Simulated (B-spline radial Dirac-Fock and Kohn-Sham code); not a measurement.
Photoionisation of dysprosium ions at Mo Kα (17479.3 eV)

These are calculated numbers from a radial finite-basis atomic code; the model is the independent-particle Dirac-Slater model, thresholds from Dirac-Fock. Cross sections in kb; a dash marks an empty subshell or a threshold above the photon energy.

| ion | configuration | total | 2s | 3p3/2 | 3d5/2 | 4d5/2 | 5p1/2 |
| --- | --- | --- | --- | --- | --- | --- | --- |
| Dy | [Xe] 4f10 6s2 | 17.84 | 4.02 | 1.08 | 0.265 | 0.0548 | 0.0206 |
| Dy²⁺ | [Xe] 4f10 | 17.83 | 4.02 | 1.07 | 0.264 | 0.0546 | 0.0206 |
| Dy³⁺ | [Xe] 4f9 | 17.85 | 4.02 | 1.08 | 0.264 | 0.0553 | 0.0228 |
| Dy⁷⁺ | [Kr] 4d10 4f9 5s2 5p2 | 17.83 | 4.02 | 1.08 | 0.265 | 0.0555 | 0.00931 |
